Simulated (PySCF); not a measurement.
C6H8ClSi (doublet state).
Geometry (GFN2-xTB, Å), atoms numbered from 1 in this order:
```xyz
16
C6H8ClSi angstrom
C      3.0626    0.1941    1.4718
C      2.1189   -0.2216    0.6625
C      1.2235   -0.6549   -0.1031
C      0.2713   -1.0487   -0.9256
C     -0.5202   -0.1034   -1.7373
Cl    -0.8959   -0.8012   -3.3530
Si    -2.1809    0.1623   -0.7869
C     -1.8329    0.9115    0.9219
H      3.5851   -0.4851    2.1255
H      3.3536    1.2314    1.5068
H     -0.0165   -2.0903   -0.9734
H      0.0229    0.8251   -1.9119
H     -2.9224   -1.0984   -0.7401
H     -1.1399    0.2864    1.4829
H     -2.7469    1.0009    1.5004
H     -1.3898    1.9008    0.8481
```

The hyperfine couplings belong to this conformer and change with its torsions.

Identity: `C=C=C=C[C@@H](Cl)[SiH]C` [radical].

Computed with PySCF 2.14.0, UKS B3LYP, pcH-1 on C Cl H Si, non-relativistic, mean-field spin-orbit, GIAO. The structure is a single GFN2-xTB conformer in the gas phase; no vibrational or solvent corrections. Couplings are sensitive to structure, and on GFN2-xTB geometries they can be far from those on DFT ones, by a factor of two or more for some ions and for spin on atoms past the first row. Stability of the SCF solution: not tested.

**Question.** Match the computed a_iso(13C) values +27.5, +17.4, +15.2, +12.0, -11.9, +9.9 MHz with the sites C1; C2; C3; C4; C5; C8.

**Answer.** 
| site | a_iso (MHz) | ρ(0) (bohr⁻³) | position | distance from Si7 (Å) | spin population | largest \|T\| (MHz) |
| --- | --- | --- | --- | --- | --- | --- |
| C1 | +9.9 | +0.0088 | 5 bonds from Si7 | 5.71 | +0.12 | 18.1 |
| C2 | -11.9 | -0.0106 | 4 bonds from Si7 | 4.55 | -0.06 | 6.6 |
| C3 | +12.0 | +0.0107 | 3 bonds from Si7 | 3.57 | +0.10 | 14.7 |
| C4 | +15.2 | +0.0135 | 2 bonds from Si7 | 2.74 | -0.08 | 13.6 |
| C5 | +17.4 | +0.0155 | 1 bond from Si7 | 1.93 | 0.00 | 5.8 |
| C8 | +27.5 | +0.0245 | 1 bond from Si7 | 1.90 | 0.00 | 7.9 |

ρ(0) is the spin density at the nucleus and T the dipolar tensor; a_iso includes a spin–orbit part; entries for several nuclei are means. The Mulliken spin populations are largest on Si7 (+0.90), C1 (+0.12), C3 (+0.10) and C4 (-0.08). Si7 is the only atom above +0.15. The positive populations add up to 1.16 and the negative ones to -0.16, together 2S = 1. The angles at Si7 add up to 333.1°, so it is pyramidal.

Nuclei that the bonding pattern makes equivalent are averaged, as if the motion that swaps them (rotation, inversion, ring flip) were fast. H9 and H10 aren't averaged: C1 is flat or nearly so (angle sum 360°), and its turn about the short C1–C2 bond (1.31 Å) is taken as slow. The three 1H nuclei of mean +20.5 MHz run from -1.1 to 56.8 MHz in the frozen geometry.
